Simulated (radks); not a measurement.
The selenium anion Se2-, [Kr], held by a Watson sphere: a shell of charge +2 at radius R that stands for the Madelung well of a crystal (potential energy -2/R inside, -2/r outside, in hartree with lengths in bohr). Calculated with a radial shooting solver on a logarithmic mesh with Libxc functionals: scalar-relativistic Kohn-Sham, LDA (Slater exchange, Perdew-Wang correlation), spin-unpolarised, spherical densities, finite nucleus; Fermi nuclear charge, rms radius of each element as measured or else 0.836 A^(1/3) + 0.57 fm. Response by self-consistent Sternheimer equations with the Hartree and adiabatic LDA kernel, the relativistic mass of each level held fixed and spin-orbit coupling left out. The sphere does not respond.

R (bohr) = 2.51: e(3d) (eV) -51.338; e(4s) (eV) -17.630; e(4p) (eV) -7.467; <r> 4p (bohr) 2.364; sum of <r^2> (bohr^2) 55.75; X-ray form factor at sin(theta)/lambda = 0.3 1/angstrom 23.138; alpha (bohr^3) 35.51
R (bohr) = 2.66: e(3d) (eV) -51.136; e(4s) (eV) -17.244; e(4p) (eV) -7.190; <r> 4p (bohr) 2.402; sum of <r^2> (bohr^2) 57.24; X-ray form factor at sin(theta)/lambda = 0.3 1/angstrom 23.143; alpha (bohr^3) 38.58
R (bohr) = 3.27: e(3d) (eV) -50.447; e(4s) (eV) -15.906; e(4p) (eV) -6.089; <r> 4p (bohr) 2.547; sum of <r^2> (bohr^2) 63.07; X-ray form factor at sin(theta)/lambda = 0.3 1/angstrom 23.180; alpha (bohr^3) 54.07
R (bohr) = 4.39: e(3d) (eV) -49.344; e(4s) (eV) -14.178; e(4p) (eV) -4.400; <r> 4p (bohr) 2.759; sum of <r^2> (bohr^2) 72.92; X-ray form factor at sin(theta)/lambda = 0.3 1/angstrom 23.221; alpha (bohr^3) 97.37
R (bohr) = 4.45: e(3d) (eV) -49.290; e(4s) (eV) -14.106; e(4p) (eV) -4.323; <r> 4p (bohr) 2.769; sum of <r^2> (bohr^2) 73.42; X-ray form factor at sin(theta)/lambda = 0.3 1/angstrom 23.222; alpha (bohr^3) 100.4
R (bohr) = 5.28: e(3d) (eV) -48.608; e(4s) (eV) -13.241; e(4p) (eV) -3.397; <r> 4p (bohr) 2.893; sum of <r^2> (bohr^2) 80.28; X-ray form factor at sin(theta)/lambda = 0.3 1/angstrom 23.231; alpha (bohr^3) 151.0
